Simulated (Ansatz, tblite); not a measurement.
Spin states of SnTe₂⁻ (the lowest doublet isomer of a short search), each relaxed with PBE-D4/def2-SVPD in Ansatz. Electronic energies in the gas phase.

In the def2 sets Sn, Te take a core potential, while STO-3G treats all electrons; there is no spin–orbit coupling. The xTB rows come from tblite. LC-ωPBE has ω = 0.4 bohr⁻¹. HSE06 is defined as in plane-wave codes, on full-range PBE exchange. Correlated methods freeze 12 core orbitals; core or outer-core shells of Sn, Te are correlated, in sets that lack core-valence functions. The rows differ in basis, and correlated rows in double-zeta sets carry the largest basis error. In CCSD on the charge -1 quartet the largest single amplitude is 0.36, so its Hartree–Fock determinant may place the open shell otherwise than the density functionals do. The structure comes from a short search, and lower isomers may exist.

Doublet geometry (C2v within 0.1 Å):

```xyz
3

Sn    0.3878    0.2749   -0.6136
Te   -1.2347    2.0327    0.6214
Te    0.8469   -2.3076   -0.0077
```

Quartet geometry (C2v within 0.1 Å):

```tsv
atom	x (Å)	y (Å)	z (Å)
Sn1	0.937	-0.010	-1.314
Te2	-1.651	-0.718	-0.180
Te3	0.714	0.728	1.494
```

⟨S²⟩: doublet 0.76 at PBE0-D4/def2-TZVPD (pure 0.75), quartet 3.76 at PBE0-D4/def2-TZVPD (pure 3.75).

Only these spin states were relaxed. The quartet has other bonds than the doublet, so the gap mixes isomer and spin.

Q: Estimate which spin state lies lowest at each of these levels, and by how much: GFN1-xTB; GFN2-xTB; HF/STO-3G; HF/def2-SVPD; HF/def2-TZVPD; PBE-D4/def2-TZVPD; r2SCAN-D4/def2-TZVPD; B97M-V/def2-TZVPD; PBE0-D4/def2-TZVPD; HSE06-D4/def2-TZVPD; BHLYP-D4/def2-TZVPD; LC-ωPBE/def2-TZVPD; B2PLYP/def2-TZVPD; RPA@PBE/def2-TZVPD; MP2/def2-SVPD; MP2/def2-TZVPD; CCSD/def2-SVPD; CCSD(T)/def2-SVPD.

A: 
```csv
level,quartet − doublet (kcal/mol),lowest of these,remarks
GFN1-xTB,52.8,doublet,–
GFN2-xTB,43.7,doublet,–
HF/STO-3G,41.9,doublet,"HOMO above zero (doublet), HOMO above zero (quartet)"
HF/def2-SVPD,24.8,doublet,–
HF/def2-TZVPD,24.7,doublet,–
PBE-D4/def2-TZVPD,29.7,doublet,HOMO above zero (quartet)
r2SCAN-D4/def2-TZVPD,30.3,doublet,HOMO above zero (quartet)
B97M-V/def2-TZVPD,30.6,doublet,HOMO above zero (quartet)
PBE0-D4/def2-TZVPD,30.3,doublet,–
HSE06-D4/def2-TZVPD,30.3,doublet,HOMO above zero (quartet)
BHLYP-D4/def2-TZVPD,31.4,doublet,–
LC-ωPBE/def2-TZVPD,31.9,doublet,–
B2PLYP/def2-TZVPD,33.1,doublet,–
RPA@PBE/def2-TZVPD,29.9,doublet,–
MP2/def2-SVPD,40.3,doublet,–
MP2/def2-TZVPD,39.8,doublet,–
CCSD/def2-SVPD,32.4,doublet,–
CCSD(T)/def2-SVPD,33.0,doublet,–
```

Change of the quartet − doublet gap on mixing in exact exchange, in kcal/mol: PBE to PBE0 (25 % exact exchange) 0.6. The xTB methods have no spin-polarisation term.
